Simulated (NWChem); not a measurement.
System: CH$_{5}$NSi, singlet; SMILES C[Si]N

Excerpt of the output:

```
             Northwest Computational Chemistry Package (NWChem) 7.3.0
             --------------------------------------------------------

                             Geometry "geometry" -> ""
                             -------------------------

 Output coordinates in angstroms (scale by  1.889725989 to convert to a.u.)

  No.       Tag          Charge          X              Y              Z
 ---- ---------------- ---------- -------------- -------------- --------------
    1 Si                  14.0000    -0.62344700    -0.11841600     0.37073100
    2 C                    6.0000     0.44559800     1.44401500     0.07784700
    3 H                    1.0000    -0.07668000     2.11550900    -0.62649000
    4 H                    1.0000     1.46420500     1.26331200    -0.30465600
    5 H                    1.0000     0.52447900     2.01100600     1.02250000
    6 N                    7.0000     0.51818300    -1.31545600    -0.09869300
    7 H                    1.0000     1.46696200    -1.15025100    -0.42621900
    8 H                    1.0000     0.29590300    -2.30548200    -0.07307800

 Effective nuclear repulsion energy (a.u.)      99.6784116592

  pbe96 is a nonlocal functional; adding pw91lda local functional.

                                 NWChem DFT Module
                                 -----------------

 Summary of "ao basis" -> "ao basis" (spherical)
 ------------------------------------------------------------------------------
       Tag                 Description            Shells   Functions and Types
 ---------------- ------------------------------  ------  ---------------------
 Si                          6-31g*                  8       18   4s3p1d
 C                           6-31g*                  6       14   3s2p1d
 H                           6-31g*                  2        2   2s
 N                           6-31g*                  6       14   3s2p1d

 in cosmo_initialize ...
 calling solv_data for solv:h2o

 solvent parameters
 solvname_short: h2o
 solvname_long:  water
 dielec:       78.4000
 dielecinf:     1.7769
 aqueous SMD model solvent descriptors
 dielec:       78.4000
 sola:          0.8200

          ---------------
          -cosmo- solvent
          ---------------
 Cosmo: York-Karplus, doi: 10.1021/jp992097l
 dielectric constant -eps-     =  78.40
 screen = (eps-1)/(eps    )    =   0.98724
 surface charge correction     = lagrangian

   van der Waals surface
 --------------------------

 ---------- ATOMIC COORDINATES (A.U.) ------------ VDWR(ANG.) --
     1   -1.17814400   -0.22377379    0.70058001     2.470
     2    0.84205812    2.72879267    0.14710950     1.850
     3   -0.14490419    3.99773234   -1.18389443     1.200
     4    2.76694624    2.38731352   -0.57571636     1.200
     5    0.99112160    3.80025030    1.93224482     1.200
     6    0.97922388   -2.48585139   -0.18650273     1.890
     7    2.77215622   -2.17365921   -0.80543712     1.200
     8    0.55917559   -4.35672925   -0.13809740     1.200
 number of segments per atom =        128
 number of   points per atom =        128
 atom (   nspa,  nppa )
 ----------------------
    1 (     90,     0 )       0
    2 (     45,     0 )       0
    3 (     54,     0 )       0
    4 (     55,     0 )       0
    5 (     54,     0 )       0
    6 (     57,     0 )       0
    7 (     45,     0 )       0
    8 (     46,     0 )       0
 number of -cosmo- surface points =      446
 molecular surface =    104.101 angstrom**2
 molecular volume  =     87.200 angstrom**3
 -lineq- algorithm             =   0
 -bem- low  level              =   3
 -bem- from -octahedral-
 gaussian surface charge width =   4.50000
 degree of switching           =   1.00000
 switching function tolerance  =   0.00010
 atomic radii =
 --------------
    1 14.000  2.470
    2  6.000  1.850
    3  1.000  1.200
    4  1.000  1.200
    5  1.000  1.200
    6  7.000  1.890
    7  1.000  1.200
    8  1.000  1.200
 ...... end of -cosmo- initialization ......

 nat:                     8
 ixmem:                  3618
 calling mnsol_interface()
 G(SMD-CDS) energy (kcal/mol)  =     2.697
 SMD-CDS SASA (angstrom**2)    =   124.598

[...]

                                COSMO-SMD solvation results
                                ---------------------------

             internal energy in gas <Psi(g)|H|Psi(g)> =      -385.050519899684
         internal energy in solvent <Psi(s)|H|Psi(s)> =      -385.048810305398
                               delta internal energy  =         0.001709594286 (    1.07 kcal/mol)
   total free energy in solvent <Psi(s)|H+V/2|Psi(s)> =      -385.059287628401
 polarization energy contribution <Psi(s)|V/2|Psi(s)> =        -0.010477323003 (   -6.57 kcal/mol)
    total free energy in solvent including G(SMD-CDS) =      -385.054988968174
                       G(SMD-CDS) energy contribution =         0.004298660227 (    2.70 kcal/mol)
     1 M fixed-concentration free energy of solvation =        -0.004469068490 (   -2.80 kcal/mol)

                       DFT Final Molecular Orbital Analysis
                       ------------------------------------

 Vector   14  Occ=2.000000D+00  E=-2.897531D-01
              MO Center=  1.0D-01,  5.3D-01,  1.5D-01, r^2= 2.7D+00
   Bfn.  Coefficient  Atom+Function         Bfn.  Coefficient  Atom+Function
  ----- ------------  ---------------      ----- ------------  ---------------
    22      0.355494  2 C  py                 8     -0.283076  1 Si py
    42      0.246097  6 N  py                 6     -0.235866  1 Si s
    26      0.213468  2 C  py                44      0.174682  6 N  s
    10     -0.167713  1 Si s                 46      0.144865  6 N  py
    41     -0.138075  6 N  px                 4      0.123379  1 Si py

 Vector   15  Occ=2.000000D+00  E=-2.426021D-01
              MO Center=  3.6D-01, -1.1D+00, -2.8D-02, r^2= 1.5D+00
   Bfn.  Coefficient  Atom+Function         Bfn.  Coefficient  Atom+Function
  ----- ------------  ---------------      ----- ------------  ---------------
    43      0.505249  6 N  pz                47      0.419933  6 N  pz
     9      0.199465  1 Si pz                41      0.179223  6 N  px
    45      0.148824  6 N  px                13      0.125929  1 Si pz
     5     -0.084731  1 Si pz                38     -0.075614  5 H  s
    34      0.074910  3 H  s                  7      0.070730  1 Si px

 Vector   16  Occ=2.000000D+00  E=-1.849095D-01
              MO Center= -8.0D-01, -5.3D-03,  4.4D-01, r^2= 2.7D+00
   Bfn.  Coefficient  Atom+Function         Bfn.  Coefficient  Atom+Function
  ----- ------------  ---------------      ----- ------------  ---------------
    10      0.460382  1 Si s                  7     -0.378437  1 Si px
     6      0.290079  1 Si s                 11     -0.217195  1 Si px
    22      0.201338  2 C  py                24     -0.196595  2 C  s
    21      0.161845  2 C  px                 3      0.156236  1 Si px
    26      0.153715  2 C  py                 2     -0.147306  1 Si s

 Vector   17  Occ=0.000000D+00  E=-6.660467D-02
              MO Center= -5.2D-01, -2.1D-01,  3.3D-01, r^2= 3.0D+00
   Bfn.  Coefficient  Atom+Function         Bfn.  Coefficient  Atom+Function
  ----- ------------  ---------------      ----- ------------  ---------------
    13      0.543743  1 Si pz                 9      0.530289  1 Si pz
    47     -0.323687  6 N  pz                43     -0.278846  6 N  pz
     5     -0.191878  1 Si pz                11      0.192700  1 Si px
     7      0.187747  1 Si px                38     -0.125761  5 H  s
    34      0.122790  3 H  s                 45     -0.114996  6 N  px

 Vector   18  Occ=0.000000D+00  E= 1.598867D-02
              MO Center= -6.7D-01, -3.5D-01,  3.8D-01, r^2= 4.5D+00
   Bfn.  Coefficient  Atom+Function         Bfn.  Coefficient  Atom+Function
  ----- ------------  ---------------      ----- ------------  ---------------
    12      1.039265  1 Si py                44      0.876756  6 N  s
    24     -0.509995  2 C  s                  8      0.315448  1 Si py
    54     -0.273354  7 H  s                 36      0.233220  4 H  s
    11     -0.192813  1 Si px                26      0.173433  2 C  py
    40      0.145640  6 N  s                 56     -0.128283  8 H  s

 Vector   19  Occ=0.000000D+00  E= 6.093310D-02
              MO Center=  1.8D-01,  2.9D-01,  1.1D-01, r^2= 5.6D+00
   Bfn.  Coefficient  Atom+Function         Bfn.  Coefficient  Atom+Function
  ----- ------------  ---------------      ----- ------------  ---------------
    24      1.644810  2 C  s                 10     -1.060503  1 Si s
    11     -0.896758  1 Si px                44      0.880157  6 N  s
    38     -0.449761  5 H  s                 34     -0.445242  3 H  s
    12     -0.406590  1 Si py                56     -0.341867  8 H  s
    13      0.294232  1 Si pz                36     -0.257715  4 H  s

     Multipole analysis of the density
     ---------------------------------

     L   x y z        total         alpha         beta         nuclear
     -   - - -        -----         -----         ----         -------
     0   0 0 0     -0.000000    -16.000000    -16.000000     32.000000

     1   1 0 0      1.167148     -0.595124     -0.595124      2.357395
     1   0 1 0     -0.374870      0.065630      0.065630     -0.506129
     1   0 0 1     -0.432267     -4.523312     -4.523312      8.614357

     2   2 0 0    -21.240694    -34.148193    -34.148193     47.055691
     2   1 1 0     -1.796881     -1.783039     -1.783039      1.769196
     2   1 0 1      0.663818      7.285348      7.285348    -13.906878
     2   0 2 0    -16.293258    -82.378639    -82.378639    148.464019
     2   0 1 1      0.733940     -3.156639     -3.156639      7.047218
     2   0 0 2    -20.383064    -16.881096    -16.881096     13.379128
```

Level: PBE/6-31G* (spherical d), SMD on the gas-phase geometry. Low-valent species are run as closed-shell singlets; no triplet was tried in these runs. Coordinates come from a PBE0/def2-SVP optimisation. Solvent: water.

### Question
Which NWChem input produces such a log?

### Answer
This is not unique; one that fits is the input that was run:
```
start job
memory heap 200 mb stack 900 mb global 1100 mb
geometry units angstroms noautosym nocenter noautoz
  Si    -0.623447    -0.118416     0.370731
  C      0.445598     1.444015     0.077847
  H     -0.076680     2.115509    -0.626490
  H      1.464205     1.263312    -0.304656
  H      0.524479     2.011006     1.022500
  N      0.518183    -1.315456    -0.098693
  H      1.466962    -1.150251    -0.426219
  H      0.295903    -2.305482    -0.073078
end
basis spherical
  * library 6-31g*
end
dft
  xc xpbe96 cpbe96
  iterations 150
end
cosmo
  do_cosmo_smd true
  solvent water
end
task dft energy
```
